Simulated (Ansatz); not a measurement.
Reaction (ligand exchange at the Al–C bond): `CN(C)[CH2][AlH2]` + `C=C=N` → `C=C=[N][AlH2]` + `CN(C)C`

Isolated molecules relaxed with PBE0-D4/def2-TZVP in Ansatz; ΔE leaves out vibrations. CBS: MP2 limit from def2 TZ/QZ plus the TZ coupled-cluster correction, frozen cores. This one scheme is used for every species. DFT in def2-TZVPP. B3LYP here is the variant with VWN-RPA as its local correlation; programs differ in this. One conformer a species, not always the lowest.

`CN(C)[CH2][AlH2]`:

```xyz
15

C    -0.918   -0.845   -0.725
N    -0.440   -0.093    0.408
C    -1.429    0.866    0.843
C     0.840    0.533    0.134
Al    2.335   -0.703   -0.191
H    -1.082   -0.214   -1.620
H    -1.865   -1.333   -0.481
H    -0.201   -1.629   -0.987
H    -1.646    1.630    0.074
H    -1.076    1.382    1.739
H    -2.364    0.356    1.090
H     0.772    1.286   -0.682
H     1.142    1.117    1.016
H     2.173   -2.281   -0.105
H     3.760   -0.072   -0.512
```

`C=C=N`:

Cartesian coordinates in Å:
```
C 0.900 -0.294 0.213
C -0.300 0.022 -0.193
N -1.399 0.249 -0.666
H 1.748 0.315 -0.070
H 1.051 -1.159 0.843
H -2.001 0.867 -0.127
```

`C=C=[N][AlH2]`:

```xyz
8

C     1.141    0.346    1.759
C     0.435    0.132    0.671
N    -0.207   -0.062   -0.319
Al   -1.156   -0.351   -1.783
H     1.526   -0.489    2.327
H     1.337    1.357    2.087
H    -1.395   -1.854   -2.190
H    -1.681    0.920   -2.552
```

`CN(C)C`:

```xyz
13

C     1.088    0.767   -0.350
N     0.203   -0.068    0.423
C     0.033   -1.363   -0.187
C    -1.066    0.578    0.652
H     1.243    1.720    0.161
H     2.059    0.279   -0.462
H     0.697    0.984   -1.363
H     1.003   -1.853   -0.298
H    -0.437   -1.308   -1.187
H    -0.595   -1.994    0.446
H    -0.912    1.530    1.164
H    -1.695   -0.051    1.286
H    -1.620    0.780   -0.285
```

```tsv
level	ΔE (kJ/mol)
LDA (SPW92)	-134.6
r2SCAN-D4	-146.0
B3LYP-D4	-146.5
PBE-QIDH	-145.6
BLYP	-149.2
HF/def2-SVP	-167.5
HF/CBS(def2)	-164.9
CCSD/CBS(def2)	-143.3
```

(1) What does CCSD(T)/CBS give? (Estimate.)

Largest T1 diagnostic among the species: 0.015.

Answers

(1) Computed: -140.9 kJ/mol. The listed levels differ from it by 6.3, -5.1, -5.6, -4.7, -8.3, -26.6, -24.0, -2.4 kJ/mol.

The D4 term adds +4.6 kJ/mol with B3LYP and +2.6 kJ/mol with PBE0; it sums over pairs of atoms, weighted by their polarisabilities, and B3LYP, whose exchange is more repulsive, gets the larger term. From BLYP to BHLYP (50 % exact exchange), in def2-TZVPP and without D4, ΔE moves by −7.1 kJ/mol.
